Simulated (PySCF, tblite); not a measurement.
A set of runs on `FB(F)C1=[C]CC[SiH2]1` [radical]; the geometry of each is named by its level. Settings lines and outputs come from a driver script.

Species: C₄H₆BF₂Si (doublet state).
SMILES with atom numbers: `[F:1][B:2]([F:3])[C:4]1=[C:5][CH2:6][CH2:7][SiH2:8]1` (hydrogens: H9, H10 on C6; H11, H12 on C7; H13, H14 on Si8)

Step 1: GFN2-xTB geometry optimisation, gas phase (tblite 0.8.0) (from a force-field or distance-geometry start)
```json
{"job": {"kind": "relax", "xc": "GFN2-xTB", "basis": "xTB"}, "charge": 0, "multiplicity": 2}
```
```
step      E/eV     max force
  0    -652.89367    3.404
  1    -653.48114    2.318
  2    -653.70466    1.953
...
112    -654.07116    0.017
113    -654.07120    0.017
114    -654.07125    0.016
115    -654.07129    0.013
116    -654.07131    0.009
```

Energy lowered by 27.2 kcal/mol over 116 steps; largest atomic force 0.009 eV/Å at the end. «max force» is the largest atomic force in eV/Å.

Step 2: GFN2-xTB harmonic vibrations, gas phase (tblite 0.8.0) (on the GFN2-xTB geometry)
```json
{"job": {"kind": "ir", "xc": "GFN2-xTB", "basis": "xTB"}, "charge": 0, "multiplicity": 2}
```
```
(table of modes left out)
```

36 modes from 32 to 3011 cm⁻¹ (unscaled, harmonic); zero-point energy 56.1 kcal/mol; all wavenumbers are real at this level.

Step 3: UKS B3LYP, pcH-1 on B C F H Si, non-relativistic, mean-field spin-orbit, GIAO (PySCF 2.14.0) (on the GFN2-xTB geometry)
```json
{"job": {"kind": "epr", "basis": "pcH-1"}, "charge": 0, "multiplicity": 2}
```
```
...
E = -670.15280442 Eh   <S^2> = 0.7576 (exact 0.7500)
g shifts (ppm)      1          2          3
  rmc          -166       -166       -166
  gc             22        -17         10
  oz_so        -933       -120          4
  total       -1077       -303       -151
hyperfine (MHz)  atom isotope    a_iso     a_fc   dipolar eigenvalues
    0   19F      -1.69      -1.69    -11.20      1.12     10.07
    1   11B      46.42      46.43     -3.56     -2.15      5.70
    2   19F      -5.70      -5.66     -8.02      2.83      5.18
    3   13C      13.66      13.68    -16.83     -0.28     17.11
    4   13C     324.49     324.66    -74.52    -57.77    132.29
    5   13C      56.83      56.83     -6.48     -6.07     12.55
    6   13C      40.79      40.83     -5.37     -4.51      9.88
    7  29Si    -122.44    -122.62    -29.94     14.73     15.21
    8    1H      13.77      13.77     -7.26     -5.21     12.47
    9    1H       7.98       7.98     -7.21     -4.99     12.20
   10    1H       1.15       1.15     -3.48     -1.11      4.58
   11    1H      -1.04      -1.04     -3.41     -1.33      4.74
   12    1H       5.88       5.88     -2.28     -0.71      3.00
   13    1H       6.47       6.47     -2.34     -0.66      3.00
```

⟨S²⟩ 0.758; g_iso 2.0018. rmc, gc and oz_so are the mass-correction, gauge-correction and orbital-Zeeman/spin–orbit parts of the g shift along its three principal axes; a_iso is the isotropic hyperfine coupling and a_fc its Fermi-contact part. The log counts atoms from 0, this text from 1.

Task: Which step took the most CPU time, and about what did each take on one thread, Arm Neoverse V2 (aarch64), on a shared host?

Result: Step 3, about 99 % of the total. CPU time by step: 1: 0.67 s, 2: 0.4 s, 3: 93 s.

Geometry of the electronic-property runs (GFN2-xTB):
```
atom  x, y, z in Å
F1     2.8879   -2.0770    0.4825
B2     2.4191   -0.8751    0.1888
F3     3.3713    0.0224   -0.0417
C4     0.9408   -0.5140    0.1191
C5    -0.1150   -1.2609    0.3276
C6    -1.5037   -0.8049    0.2620
C7    -1.5244    0.6697   -0.2414
Si8    0.2958    1.2662   -0.2988
H9    -2.0865   -1.4558   -0.3931
H10   -1.9432   -0.8795    1.2594
H11   -2.1535    1.2769    0.4068
H12   -1.9791    0.7104   -1.2306
H13    0.6535    2.2131    0.7587
H14    0.7365    1.7081   -1.6213
```

 (This holds for the electronic-property runs.)

One conformer stands for the species.
